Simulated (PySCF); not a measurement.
RbCa and its ions

ROHF-MP2; Rb def2-SVP with ECP28, Ca def2-SVP; scalar-relativistic core potentials (PySCF 2.14). Neutral (ROHF): doublet (σ ↑), Re = 4.792 Å, ωe = 35.8 cm⁻¹, De = 0.09 eV.

RbCa⁺ (RHF): singlet (closed shell), Re = 4.355 Å, ωe = 68.9 cm⁻¹, De = 0.42 eV to Rb⁺ + Ca. The energies at the minima are -700.64130 hartree for RbCa and -700.50468 for RbCa⁺.

(1) Work out the adiabatic ionisation energy, without and with harmonic zero-point energies (1 hartree = 27.2114 eV, 1 eV = 8065.5 cm⁻¹), and the change of the bond length.

Correlated steps freeze 5 core orbitals. Weak bonds: RbCa, RbCa⁺. Basis-set superposition, not corrected here, can be much of De in a small basis, most of all at correlated wavefunction levels. For an ion De counts to the pair picked by the measured ionisation energies or electron affinities, which need not be the lowest pair at this level. States were picked by a PBE0 search and need not be the measured ground states.

## Answers

(1) At MP2: 0.13662 hartree = 3.718 eV between the minima; the zero-point term (68.9 − 35.8)/2 cm⁻¹ = +0.002 eV makes it 3.720 eV. Re changes by -43.7 pm against the neutral. The electron leaves a σ orbital, and the shorter bond of the ion fits an antibonding orbital, or a change in how ionic the bond is.
